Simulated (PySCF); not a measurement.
**SMILES O[SiH2]O/C=C\Cl, C2H5ClO2Si**

Geometry (Å), atoms numbered from 1 in this order:
```xyz
11

O    -2.268   -0.582    0.651
Si   -1.585    0.367   -0.469
O     0.029    0.513   -0.248
C     1.100   -0.160   -0.674
C     2.342    0.119   -0.297
Cl    2.711    1.388    0.805
H    -2.139   -0.455    1.588
H    -1.967    1.763   -0.351
H    -1.921   -0.347   -1.689
H     0.927   -0.973   -1.371
H     3.194   -0.430   -0.655
```

Computed, not measured: GIAO PBE/pcSseg-1 magnetisability, rotational g tensor and spin-rotation constants, non-relativistic, gas phase in PySCF. Geometry: GFN2-xTB, dihedral held. The dihedral O1–Si2–O3–C4 is held at 90°.

Question: Give the nuclear spin-rotation constants along the inertial axes (H = +C I·J) beside the isotropic shieldings.

Answer: Rotational constants 6.4762, 0.9225, 0.8800 GHz. A star marks the isotopologue with that one atom substituted, in its own axes.
```csv
atom,isotope,Caa (kHz),Cbb (kHz),Ccc (kHz),mean (kHz),σ (ppm)
Cl6,35Cl,1.940,0.164,0.155,0.753,778.7
H7,1H,-0.816,-0.013,-0.079,-0.303,29.4
H8,1H,-0.603,-0.028,0.000,-0.210,26.5
H9,1H,-0.370,0.021,-0.084,-0.144,26.7
H10,1H,-0.444,0.054,-0.087,-0.159,24.9
H11,1H,-0.193,-0.017,-0.078,-0.096,26.4
O1,17O*,-0.465,-0.127,-0.087,-0.226,269.9
Si2,29Si*,-4.000,-0.554,-0.531,-1.695,369.0
O3,17O*,-1.629,-0.196,-0.073,-0.633,175.0
C4,13C*,2.010,0.421,0.217,0.883,38.9
C5,13C*,1.780,0.343,0.189,0.771,72.3
```
For the geometry as given, no vibrational averaging.
